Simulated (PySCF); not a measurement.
# Checking a proposed structure

A compound C₆H₈N₄ gives the data below (simulated from a calculation) and was assigned the structure `CCn1nnc(C)c1C#N`.

$^{13}$C{$^{1}$H} NMR (computed): δ 148.4 (C), 126.4 (C), 117.8 (C), 44.7 (CH2), 18.4 (CH3), 10.1 (CH3).

$^{1}$H NMR (300 MHz, computed): δ 4.39 (q, 2H), 2.57 (s, 3H), 1.43 (t, 3H).

Computed data (PySCF 2.14): geometry: GFN2-xTB, NMR shieldings at PBE0/pcSseg-1/GIAO. Non-relativistic, equivalent nuclei averaged, gas phase, one computed conformer.

Scale: $^{1}$H, $^{13}$C against TMS (reference shieldings calculated alike).

(1) Compare with the shifts computed for the proposed structure, pairing carbons in order of shift.

(2) Which isomer fits?

Answers

(1) Mapped SMILES: `[CH3:1][CH2:2][n:3]1[n:4][n:5][c:6]([CH3:7])[c:8]1[C:9]#[N:10]`; H(Xn) means a hydrogen on atom n.

| atom | computed for proposal | given list | difference |
| --- | --- | --- | --- |
| C6 | 159.2 | 148.4 | +10.8 |
| C9 | 116.0 | 126.4 | -10.4 |
| C8 | 114.8 | 117.8 | -3.0 |
| C2 | 46.7 | 44.7 | +2.0 |
| C1 | 18.7 | 18.4 | +0.3 |
| C7 | 13.8 | 10.1 | +3.7 |

The rms difference is 6.5 ppm and the largest +10.8 ppm at C6 (substituted aromatic carbon next to a ring nitrogen). The proposal doesn't fit.

(2) SMILES CCn1nnc(C#N)c1C.

Carbon types of the structure: 3 × C, 1 × CH2, 2 × CH3, which accounts for all hydrogens. δC 148.4, 126.4: substituted aromatic carbon next to a ring nitrogen. δC 117.8: nitrile carbon; C≡N carbons fall here, among the sp2 signals but without a proton. δC 10.1: methyl carbon on an aromatic ring; a saturated carbon with 1 carbon neighbour and no heteroatom attached. δH 2.57: hydrogen on a methyl carbon on an aromatic ring; benzylic-type position, deshielded by the ring.

Other isomers checked: CC(C)n1nncc1C#N (rms 9.2 ppm).

The shifts were computed for this structure.

Shifts are as computed. Against solution values, carbons near 30 ppm lie about +3 ppm off and those near 130 ppm about +5 ppm. Of 1211 compounds with measured shifts, 218 miss one by over three times the rms of a fit or turn the order of signals round; such compounds aren't used in these exercises. Multiplicities follow the n + 1 count of equivalent neighbours, as no J values were calculated; m marks all less simple cases, F and P coupling included.
